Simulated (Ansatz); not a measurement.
`[CH3][Zn][TeH]` + `N[AsH2]` → `N[AsH][TeH]` + `[CH3][ZnH]`  (ligand exchange at a Te–Zn bond)

Gas-phase electronic energies from Ansatz, PBE0-D4/def2-TZVP geometries. CBS: MP2 limit from def2 TZ/QZ plus the TZ coupled-cluster correction, frozen cores. DFT in def2-TZVPP. B3LYP here is the variant with VWN-RPA as its local correlation; programs differ in this. def2 core potentials past Kr. For As, Te, Zn outer-core shells are correlated without core-valence functions, which leaves a few kJ/mol of doubt a bond. Scalar relativity is left out up to krypton. One conformer a species, not always the lowest.

```json
{"level": "B3LYP-D4", "ΔE (kJ/mol)": "51.7", "difference from CCSD(T)/CBS": "-15.8"}
{"level": "r2SCANh-D4", "ΔE (kJ/mol)": "58.2", "difference from CCSD(T)/CBS": "-9.3"}
{"level": "CAM-B3LYP-D4", "ΔE (kJ/mol)": "59.5", "difference from CCSD(T)/CBS": "-8.0"}
{"level": "ωB97X-V", "ΔE (kJ/mol)": "63.8", "difference from CCSD(T)/CBS": "-3.7"}
{"level": "ωB97M-V", "ΔE (kJ/mol)": "61.7", "difference from CCSD(T)/CBS": "-5.8"}
{"level": "PBE-QIDH", "ΔE (kJ/mol)": "67.4", "difference from CCSD(T)/CBS": "-0.1"}
{"level": "BLYP", "ΔE (kJ/mol)": "49.6", "difference from CCSD(T)/CBS": "-17.9"}
{"level": "PBE0", "ΔE (kJ/mol)": "61.0", "difference from CCSD(T)/CBS": "-6.5"}
{"level": "r2SCANh", "ΔE (kJ/mol)": "59.0", "difference from CCSD(T)/CBS": "-8.5"}
{"level": "r2SCAN0", "ΔE (kJ/mol)": "64.0", "difference from CCSD(T)/CBS": "-3.5"}
{"level": "HF/def2-SVP", "ΔE (kJ/mol)": "92.4", "difference from CCSD(T)/CBS": "24.9"}
{"level": "CCSD/def2-SVP", "ΔE (kJ/mol)": "79.2", "difference from CCSD(T)/CBS": "11.7"}
{"level": "CCSD/def2-TZVPP", "ΔE (kJ/mol)": "68.8", "difference from CCSD(T)/CBS": "1.3"}
{"level": "MP2/def2-QZVPP", "ΔE (kJ/mol)": "65.6", "difference from CCSD(T)/CBS": "-1.9"}
{"level": "SCS-MP2/def2-QZVPP", "ΔE (kJ/mol)": "66.4", "difference from CCSD(T)/CBS": "-1.1"}
{"level": "MP2/CBS(def2)", "ΔE (kJ/mol)": "66.9", "difference from CCSD(T)/CBS": "-0.6"}
{"level": "CCSD(T)/CBS", "ΔE (kJ/mol)": "67.5", "difference from CCSD(T)/CBS": "0"}
```

Largest T1 diagnostic among the species: 0.014.

The D4 term adds −6.5 kJ/mol with B3LYP and −3.4 kJ/mol with PBE0; it sums over pairs of atoms, weighted by their polarisabilities, and B3LYP, whose exchange is more repulsive, gets the larger term. From PBE to PBE0 (25 % exact exchange), in def2-TZVPP and without D4, ΔE moves by +10.8 kJ/mol. Leaving LDA and LC-ωPBE aside and taking each functional with its dispersion term where it has one, the values, not all of them listed here, spread over 25.9 kJ/mol, from BLYP-D4 to PBE-QIDH.
